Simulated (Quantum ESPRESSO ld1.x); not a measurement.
Q: The mean radii <r> (bohr) of the occupied orbitals of an atom or ion are listed with their occupations. All-electron calculation, Dirac Kohn-Sham, PBE, spin-unpolarised, spherical densities, point nucleus. Program: ld1.x of Quantum ESPRESSO 7.5.

| orbital | occ. | <r> |
|---|---|---|
| 1s1/2 | 2 | 0.01658 |
| 2s1/2 | 2 | 0.06879 |
| 2p1/2 | 2 | 0.05655 |
| 2p3/2 | 4 | 0.06504 |
| 3s1/2 | 2 | 0.1710 |
| 3p1/2 | 2 | 0.1607 |
| 3p3/2 | 4 | 0.1741 |
| 3d3/2 | 1.2 | 0.1494 |
| 3d5/2 | 1.8 | 0.1535 |

Name the element and its charge. Open shells, if any, are shared by 2j + 1.

A: Z = 80, mercury, charge +59: Hg59+ in [Ar] 3d3. The 1s radius gives Z: for a bare nucleus <r> = (2 gamma + 1)/(2Z) with gamma = sqrt(1 - (Z/c)^2), 0.0164 bohr for Z = 80, and screening makes it slightly larger (0.01658 here). The occupations add up to 21, and the charge is Z minus that.
